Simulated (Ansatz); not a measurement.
Single points on Ti₂Cl₂.

```yaml
crystal:
  periodic: [false, false, false]
  atoms:
    - {symbol: Ti, position_ang: [0.525524, 0.874212, -0.280912]}
    - {symbol: Ti, position_ang: [-0.525095, -0.872969, 0.281402]}
    - {symbol: Cl, position_ang: [1.842977, -0.927436, 0.564124]}
    - {symbol: Cl, position_ang: [-1.843417, 0.926194, -0.564613]}
basis:
  gaussian: {orbitals: def2-TZVP, initial_orbitals: start.molden}
hamiltonian: {xc: {name: PBE-QIDH}}
scf: {omitted_lower_state_checks: [starts]}
```

The file start.molden holds the orbitals of an earlier run on this structure, at another level or in another basis.

```sh
$ ansatz run in.yaml --threads 4 --pin off --events-out ev --progress --plain --max-ram 4787MiB
```

Shortened log:

```
Functional definition: PBE-QIDH
1220 factors; integrals over basis functions are off by at most 7.8e-4 eV
mean field evaluation 1: about -71231.7113 eV, gradient 2.4e1 eV
mean field evaluation 2: about -71232.1704 eV, gradient 8.8e-1 eV
mean field evaluation 4: about -71232.5118 eV, gradient 4.6e-2 eV
mean field evaluation 8: about -71233.0155 eV, gradient 3.0e-1 eV
mean field evaluation 16: about -71233.0168 eV, gradient 5.5e-2 eV
mean field evaluation 32: about -71233.0179 eV, gradient 8.4e-3 eV
mean field -71233.01791190 eV, -2617.7651247888 hartree, gradient 2.6e-9 eV, S^2 0.000000; 0 other end points of the search recorded, 0 dependent functions left out; unrestricted orbitals would lower it
20 core orbitals not correlated: weight in the atoms' cores, before any rotation towards them, 1.000 or more for the frozen orbitals, at most 0.000 for the correlated occupied ones
reference -71233.01792567 eV, -2617.7651252947 hartree; 19, 19 occupied and 125, 125 virtual orbitals, 1220 factors
second order -36.25410731 eV of doubles, -0.00000000 eV of singles
Total energy: -71245.10262811 eV, -2618.2092299180 hartree
Checks for a lower state left out: starts
```

Run time 44 s (4 threads of Arm Neoverse V1 on a shared host).

As the first input, with `gaussian: {orbitals: def2-SVP, initial_orbitals: start.molden}`, `hamiltonian: {xc: pbe, dispersion: d4}`, `output: {orbitals: {seedname: orbitals}}` (abridged; 1.6 s):

```
Functional definition: PBE
mean field -71240.78145441 eV, -2618.0504297134 hartree, gradient 9.5e-6 eV, S^2 0.000000
Total energy: -71240.94125591 eV, -2618.0563023102 hartree
Checks for a lower state left out: starts
```

The first input with `hamiltonian: {xc: pbe}`, `correlation: {method: rpa}` (abridged; 21 s):

```
Functional definition: PBE
mean field -71255.70119198 eV, -2618.5987199563 hartree, gradient 3.2e-6 eV, S^2 0.000000; unrestricted orbitals would lower it
mean field evaluation 16: about -71182.1918 eV, gradient 6.7e0 eV
mean field evaluation 32: about -71183.0409 eV, gradient 7.6e-1 eV
20 core orbitals not correlated: weight in the atoms' cores, before any rotation towards them, 1.000 or more for the frozen orbitals, at most 0.000 for the correlated occupied ones
Total energy: -71224.68535725 eV, -2617.4589090531 hartree
Checks for a lower state left out: starts
```

The first input with `correlation: {method: mp2}`, `output: {orbitals: {seedname: orbitals}}` and without the key `hamiltonian` (abridged; 27 s):

```
Functional definition: HF
mean field evaluation 16: about -71179.7885 eV, gradient 1.4e-1 eV
mean field evaluation 32: about -71179.7917 eV, gradient 2.4e-4 eV
mean field -71179.79174832 eV, -2615.8090993550 hartree, gradient 2.8e-6 eV, S^2 0.000000; unrestricted orbitals would lower it
mean field evaluation 64: about -71181.5631 eV, gradient 1.1e-2 eV
unrestricted determinant -71181.57375774 eV, -2615.8745869935 hartree, S^2 2.4472
20 core orbitals not correlated: weight in the atoms' cores, before any rotation towards them, 1.000 or more for the frozen orbitals, at most 0.000 for the correlated occupied ones
second order -28.89238185 eV of doubles, -0.00000000 eV of singles
Total energy: -71208.68413017 eV, -2616.8708748042 hartree
Checks for a lower state left out: starts
```

As the first input, with `gaussian: {orbitals: def2-TZVPD, initial_orbitals: start.molden}`, `hamiltonian: {xc: r2scan, dispersion: d4}`, `output: {orbitals: {seedname: orbitals}}` (abridged; 7 s):

```
Functional definition: r2SCAN
mean field -71274.05552845 eV, -2619.2732293804 hartree, gradient 2.4e-5 eV, S^2 0.000000
Total energy: -71274.08617204 eV, -2619.2743555119 hartree
Checks for a lower state left out: starts
```

First input, but with `hamiltonian: {xc: pbe, dispersion: d4}`, `output: {forces: true, orbitals: {seedname: orbitals}}` (abridged; 2.6 s):

```
Functional definition: PBE
mean field -71255.70121542 eV, -2618.5987208177 hartree, gradient 1.7e-5 eV, S^2 0.000000
Total energy: -71255.86101400 eV, -2618.6045933071 hartree
Atom 0 force     0.156029     0.257913    -0.083797 eV/Å
Atom 1 force    -0.158152    -0.263520     0.083955 eV/Å
Atom 2 force    -0.220015     0.114117    -0.067829 eV/Å
Atom 3 force     0.222138    -0.108510     0.067670 eV/Å
Dipole moment:     0.000171     0.000388    -0.000124 e Å
Checks for a lower state left out: starts
```

First input, but with `gaussian: {orbitals: def2-TZVPP, initial_orbitals: start.molden}`, `correlation: {method: ccsd_t}`, `output: {orbitals: {seedname: orbitals}}` and without the key `hamiltonian` (abridged; 6.3 min):

```
Functional definition: HF
mean field evaluation 16: about -71179.9641 eV, gradient 1.4e-1 eV
mean field evaluation 32: about -71179.9671 eV, gradient 6.0e-4 eV
mean field evaluation 64: about -71172.7809 eV, gradient 3.8e0 eV
mean field evaluation 96: about -71154.4074 eV, gradient 7.1e1 eV
mean field evaluation 128: about -71172.0934 eV, gradient 1.2e1 eV
mean field evaluation 160: about -71168.4326 eV, gradient 5.5e1 eV
mean field evaluation 192: about -71162.0610 eV, gradient 4.6e1 eV
mean field evaluation 224: about -71176.1036 eV, gradient 3.8e0 eV
mean field evaluation 256: about -71176.7883 eV, gradient 2.5e0 eV
mean field -71179.96708701 eV, -2615.8155429329 hartree, gradient 3.0e-6 eV, S^2 0.000000; unrestricted orbitals would lower it
mean field evaluation 288: about -71181.8198 eV, gradient 5.8e-1 eV
mean field evaluation 320: about -71178.1859 eV, gradient 1.1e-2 eV
mean field evaluation 352: about -71179.9657 eV, gradient 6.1e-2 eV
[...]
mean field evaluation 448: about -71181.7722 eV, gradient 8.9e-1 eV
determinant -71179.96708701 eV, -2615.8155429329 hartree, with singles and doubles -71213.78788132 eV, -2617.0584341993 hartree
determinant -71178.18590913 eV, -2615.7500858532 hartree, with singles and doubles -71213.97963130 eV, -2617.0654808813 hartree
determinant -71179.96708701 eV, -2615.8155429329 hartree, with singles and doubles -71214.27075231 eV, -2617.0761793809 hartree
determinant -71178.18590913 eV, -2615.7500858532 hartree, with singles and doubles -71213.94843722 eV, -2617.0643345200 hartree
mean field evaluation 480: about -71178.1859 eV, gradient 1.3e-3 eV
unrestricted determinant -71181.82408985 eV, -2615.8837865285 hartree, S^2 2.4703
20 core orbitals not correlated: weight in the atoms' cores, before any rotation towards them, 1.000 or more for the frozen orbitals, at most 0.000 for the correlated occupied ones
second order -40.19671038 eV of doubles, -0.00000000 eV of singles
cycle   1  -35.76255468 eV  change   -2.7e-5 eV  update   2.8e-6
perturbative correction -2.76336254 eV, -0.1015517001 hartree
WARN: the results are in doubt because among natural orbitals full CI differs from the method by -0.442 eV
Total energy: -71216.71182635 eV, -2617.1658871972 hartree
In doubt: among natural orbitals full CI differs from the method by -0.442 eV
Checks for a lower state left out: starts
```

Geometry: PBE-D4/def2-SVP.

Correlated methods freeze 20 core orbitals; core or outer-core shells of Ti are correlated, in sets that lack core-valence functions. At PBE-QIDH/def2-TZVP, RPA@PBE/def2-TZVP, MP2/def2-TZVP, PBE-D4/def2-TZVP the restricted singlet (for correlated methods, its reference) is unstable: a solution with broken spin symmetry lies lower. The restricted singlet is unstable towards broken spin symmetry at other levels; at PBE-D4/def2-SVP, r2SCAN-D4/def2-TZVPD, CCSD(T)/def2-TZVPP this wasn't settled. At CCSD(T)/def2-TZVPP the program marks the result for the charge 0 singlet as doubtful (large difference). At CCSD(T)/def2-TZVPP the stability test found the charge 0 singlet unstable. At PBE0-D4/def2-TZVP a triplet of charge 0 lies 0.44 eV below the restricted singlet, each at its own geometry. The structure comes from a short search, and lower isomers may exist.
